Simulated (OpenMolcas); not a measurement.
I II: effect of the level shift or regulariser

```json
{
  "Program": "OpenMolcas 26.06",
  "Basis": "ANO-RCC-VTZP [7s6p4d2f1g]",
  "Scalar Hamiltonian": "DKH2, point nucleus",
  "Active space": "4 electrons in 3 orbitals (5p)",
  "State averaging": "2S+1 = 3 even, 3 roots; 2S+1 = 1 even, 6 roots",
  "Spin-orbit coupling": "state interaction with AMFI integrals over the reference wave functions, term energies averaged over their components"
}
```

Methods on the same reference wave functions:
A. CASSCF
B. SS-CASPT2, IPEA 0.25 Eh, imaginary shift 0.1 Eh (closed shells correlated: 4d 5s)
C. SS-CASPT2, IPEA 0.25 Eh, real shift 0.2 Eh (closed shells correlated: 4d 5s)
D. SS-CASPT2, IPEA 0.25 Eh, sigma2 regulariser 0.3 Eh (closed shells correlated: 4d 5s)

Energies in cm-1 above 5s2 5p4 3P2, the measured ground level; measured values from NIST Handbook of Basic Atomic Spectroscopic Data.

| Level | A | B | C | D | Measured |
| --- | --- | --- | --- | --- | --- |
| 5s2 5p4 3P2 | 0.0 | 0.0 | 0.0 | 0.0 | 0.0 |
| 5s2 5p4 3P1 | 6181 | 6340 | 6340 | 6340 | 7087 |
| 5s2 5p4 3P0 | 6537 | 6250 | 6250 | 6250 | 6448 |
| 5s2 5p4 1D2 | 15456 | 13550 | 13580 | 13550 | 13727 |
| 5s2 5p4 1S0 | 33095 | 29260 | 29320 | 29260 | 29501 |

Deviations, from unrounded energies. A percentage is the sum of absolute deviations over the sum of measured energies, with the sign that they share, or ± where signs differ.

```tsv
Against measurement	Levels	A	B	C	D
mean absolute deviation (cm-1)	4	1600	340	320	340
fine structure of the ground term (%)	2	±7.4	-7.0	-7.0	-7.0
other terms of the ground configuration (%)	2	+12.3	-1.0	-0.8	-1.0
```

C lies closest to measurement on these levels and A furthest from it. The largest miss of C in the table is 5s2 5p4 3P1, by -750 cm-1. The ranking rests on the paired levels alone, and a cruder setting can come out closer through cancelling errors.

Among B to D the level of the table that moves most is 5s2 5p4 1S0, by 57 cm-1 (lowest in D, highest in C). Moves below CASPT2's spread within the term are not significant.

The mean deviations of B to D differ by less than CASPT2's widest spread within a term (160 cm-1), so their order carries little weight.

From A to B the spin-free energies of the other terms of 5s2 5p4 shown, above 3P, scale by factors of 0.80 to 0.84.

The lowest spin-free term lies below A's lowest term by 0.556 hartree in B, 0.555 hartree in C, 0.556 hartree in D.

Term energies are means over components that CASPT2 splits; among the terms shown or strongly mixed into the levels shown the widest spread is 160 cm-1 (5s2 5p4 1D, D). With the s shell closed, the reference lacks s² → p² mixing. Computed and measured levels are paired by configuration, term and J; levels that our copy of the source lacks, or whose pairing is in doubt (as where it misses far off the trend of its configuration), stay unpaired and out of the deviations. Only configurations of the active space appear.
